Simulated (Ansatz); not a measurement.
Mulliken charges of C2H5NSi (`C[SiH2]C#N`) from ωB97M-V/def2-TZVPP in Ansatz (PBE0-D4/def2-TZVP geometry).

| atom | x (Å) | y (Å) | z (Å) | charge (e) |
| --- | --- | --- | --- | --- |
| C1 | -0.672 | 0.931 | -0.497 | -0.430 |
| Si2 | -0.147 | -0.555 | 0.488 | 0.305 |
| C3 | 1.638 | -0.910 | 0.130 | -0.228 |
| N4 | 2.747 | -1.112 | -0.108 | -0.029 |
| H5 | -0.554 | 0.746 | -1.567 | 0.134 |
| H6 | -0.073 | 1.803 | -0.230 | 0.134 |
| H7 | -1.722 | 1.160 | -0.301 | 0.126 |
| H8 | -0.893 | -1.779 | 0.117 | -0.005 |
| H9 | -0.236 | -0.331 | 1.950 | -0.005 |

Task: By hand: the dipole of these point charges (1 e Å = 4.8032 D).

Result: Σ q r = (-0.504, 0.168, 0.047) e Å, of length 0.533 e Å = 2.56 D.

Task: How does the dipole of the full density compare? (Estimate.)

Result: Ansatz gave: (-0.771, 0.298, 0.041) e Å, 3.98 D; the point charges give 0.64 times that, at 3° from its direction.

Point charges leave out the atoms' own dipoles, such as those of lone pairs, and Mulliken's split depends on the basis, so the two needn't agree.
